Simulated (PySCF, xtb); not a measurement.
CH13NSi4, SMILES [SiH3][SiH2][SiH2]CN[SiH3].

Geometry: PBE0-D3(BJ)/def2-SVP. The structure was generated by enumeration, and PubChem lists no compound with its InChIKey, so it may never have been made. One conformer was computed; it need not be the lowest.

Level of theory: IEF-PCM-PBE0/def2-SVP in PySCF.

The values are the electrostatic part of the solvation free energy, E(continuum) − E(gas) at the gas-phase geometry, in a cavity of scaled van der Waals radii (PySCF's table); cavitation and dispersion terms are not included. In vacuum the orbital gap is 6.34 eV. The dipole moment in vacuum is 0.62 D.

Computed values in water (ε = 78.36), toluene (ε = 2.37), cyclohexanone (ε = 15.62):
```json
[
 {"solvent": "water", "ε": "78.36", "ΔG(elec) (kcal/mol)": "-2.1", "dipole (D)": "0.88", "gap (eV)": "6.34"},
 {"solvent": "toluene", "ε": "2.37", "ΔG(elec) (kcal/mol)": "-0.9", "dipole (D)": "0.72", "gap (eV)": "6.34"},
 {"solvent": "cyclohexanone", "ε": "15.62", "ΔG(elec) (kcal/mol)": "-1.9", "dipole (D)": "0.85", "gap (eV)": "6.34"}
]
```

For comparison, GFN2-xTB/ALPB(water) (xtb, at the GFN2-xTB geometry, all terms of that model) gives -1.1 kcal/mol.
